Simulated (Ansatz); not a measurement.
`C[SiH2][NH][ZnH]` + CH₃OH → `CO[SiH2]C` + `[NH2][ZnH]` at 500 K and 1 bar (ligand exchange at the Si–N bond).

Gas-phase electronic energies from Ansatz, PBE0-D4/def2-TZVP geometries. CBS: MP2 limit from def2 TZ/QZ plus the TZ coupled-cluster correction, frozen cores. This one scheme is used for every species. For Zn outer-core shells are correlated without core-valence functions, which leaves a few kJ/mol of doubt a bond. Scalar relativity is left out up to krypton. Each species was taken in one conformer, which may not be the lowest.

```
           species  CCSD(T)/CBS energy (Eh)  H − E (kJ/mol)  S (J/(mol·K))
`C[SiH2][NH][ZnH]`              -2164.46335           247.7          425.8
             CH₃OH               -115.61712           157.0          265.4
       `CO[SiH2]C`               -445.20896           297.6          399.4
      `[NH2][ZnH]`              -1834.88092           106.3          294.3
```

H − E and S are ideal-gas, rigid-rotor, harmonic terms from PBE0-D4/def2-TZVP, for one conformer and one mirror image of each species. 1 Eh = 2625.50 kJ/mol, R = 8.31446 J/(mol·K).

By hand: ΔE, ΔH, ΔS and ΔG.

ΔE = (-445.20896) + (-1834.88092) − (-2164.46335) − (-115.61712) = -0.00941 Eh = -24.7 kJ/mol. Δ(H − E) = 297.6 + 106.3 − 247.7 − 157.0 = -0.8, so ΔH = -25.5 kJ/mol. ΔS = 399.4 + 294.3 − 425.8 − 265.4 = 2.5 J/(mol·K). ΔG = -25.5 − 500 × (2.5)/1000 = -26.8 kJ/mol.

By hand: the equilibrium constant, and the temperature at which ΔG would vanish if ΔH and ΔS stayed fixed.

log₁₀ K = −ΔG/(RT ln 10) = 2.8. ΔH and −TΔS have one sign here, so there is no such temperature. One of them is within its doubt of zero, so this could turn.

The number of gas molecules stays the same, so ΔS is small and ΔH decides. A doubt of 5 kJ/mol in ΔE shifts log₁₀ K by 0.5 here. Other conformers and mirror images would add mixing entropy, several J/(mol·K) or more a flexible species. Modes under 60 cm⁻¹, often nearly free rotors, make the harmonic entropy too high. These are equilibria of isolated gas molecules and say nothing of rates. Largest T1 diagnostic: 0.016 (customary marks: 0.02 for closed shells, 0.045 for open ones).
